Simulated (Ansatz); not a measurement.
`C#C/N=C/O` + `O[SiH2]F` → `C#CO[SiH2]F` + `N=CO`  (substitution at a C–N bond)

Program: Ansatz. Geometries: PBE0-D4/def2-TZVP. ΔE: electronic, gas phase. CCSD(T)/CBS is the MP2 limit (def2-TZVPP, def2-QZVPP) plus CCSD(T) − MP2 in def2-TZVPP, frozen cores. This one scheme is used for every species. Functionals use def2-TZVPP. Each species was taken in one conformer, which may not be the lowest.

```
      species  revPBE energy (Eh)
  `C#C/N=C/O`          -246.04803
   `O[SiH2]F`          -466.43785
`C#CO[SiH2]F`          -542.55841
       `N=CO`          -169.90293
```

Task: Work out ΔE.

Result: ΔE = (-542.55841) + (-169.90293) − (-246.04803) − (-466.43785) = 0.02454 Eh = +0.67 eV. CCSD(T)/CBS gives +0.59 eV.

Largest T1 diagnostic among the species: 0.015.

Leaving LDA and LC-ωPBE aside and taking each functional with its dispersion term where it has one, the values, not all of them listed here, spread over 0.12 eV, from ωB97X-V to PBE-D4. LDA lies +0.03 eV from PBE without D4. At CCSD(T), def2-SVP lies −0.03 eV from the extrapolated value and def2-TZVPP −0.01 eV.
